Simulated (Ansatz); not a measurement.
Molecule: GeBr (charge 0, doublet). 
Coordinates optimised at B3LYP-D3(BJ)/def2-TZVP (Ansatz, a first-principles code):
```
Ge
Br 1 2.3528
```
Charge 0, spin multiplicity 2.

Computed values are from Ansatz. Correlated levels leave the core frozen unless marked. UHF or UKS for open shells. Spin-orbit coupling is left out. Frozen are the shells of the preceding noble gas and the d and f shells that filled before the atom's block. No relativistic terms. CBS(X,Y): correlation extrapolated as X^-3; Hartree-Fock from the larger set (for Q and 5 zeta extrapolated as (X+1)exp(-9√X)).

Question: What is the vertical electron affinity (to the triplet; negative means unbound) at CCSD(T)/CBS(aug-cc-pVTZ,aug-cc-pVQZ)?

Answer: 1.42 eV.

Question: What is the vertical ionisation energy (to the singlet) at CCSD(T)/CBS(aug-cc-pVTZ,aug-cc-pVQZ)?

Answer: 7.41 eV.

Question: What is the total energy at CCSD(T)/CBS(cc-pVQZ,cc-pV5Z)?

Answer: -4648.2028 Eh.

Question: What is the atomisation energy De at CCSD(T)/CBS(cc-pVQZ,cc-pV5Z)?

Answer: 84.2 kcal/mol.

Question: What is the dipole moment at CCSD(T)/aug-cc-pVDZ?

Answer: 1.67 D.
